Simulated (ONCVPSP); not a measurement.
An all-electron radial function and its pseudo partner (V (Z = 23))

Columns: radius, all-electron u(r) and pseudo u(r) of the 3s shell (level -70.24 eV) of vanadium in the configuration [Ne] 3s2 3p6 3d3 4s2; PBE, scalar-relativistic, ONCV scheme, ONCVPSP 4.0.1.

```csv
r (bohr),all-electron,pseudo
0.118,-0.2575,0.1336
0.235,-0.5817,0.2962
0.353,-0.1332,0.4900
0.470,0.4418,0.6928
0.588,0.8668,0.8885
0.705,1.0874,1.0432
0.822,1.1467,1.1170
0.940,1.1003,1.0925
1.058,0.9956,0.9949
1.175,0.8678,0.8677
1.292,0.7366,0.7365
1.410,0.6123,0.6122
1.528,0.5016,0.5016
1.645,0.4072,0.4071
1.763,0.3272,0.3271
1.880,0.2616,0.2616
1.998,0.2077,0.2077
2.115,0.1645,0.1645
2.232,0.1298,0.1298
2.350,0.1020,0.1020
2.468,0.0799,0.0799
2.585,0.0626,0.0626
2.702,0.0490,0.0490
2.820,0.0382,0.0382
2.938,0.0297,0.0297
3.055,0.0232,0.0232
```

(1) How many radial nodes do the two functions have?

(2) At about which radius was the pseudo-wave matched?

(3) Where does each function peak?

(4) Is the pseudo-wave norm-conserving?

Answers

(1) The all-electron 3s function has n − l − 1 = 2 (the table is too coarse to show those close to the nucleus); the pseudo-wave has 0, since the states of the same l below it are removed with the core.

(2) 1.25 bohr, where the columns begin to agree (steps of 0.12 bohr).

(3) Outermost all-electron maximum near 0.82 bohr, pseudo maximum near 0.82 bohr (to the table’s step).

(4) Yes: the ONCV scheme keeps the norm inside the radius equal to the all-electron one, which fixes the energy derivative of the logarithmic derivative at the level.
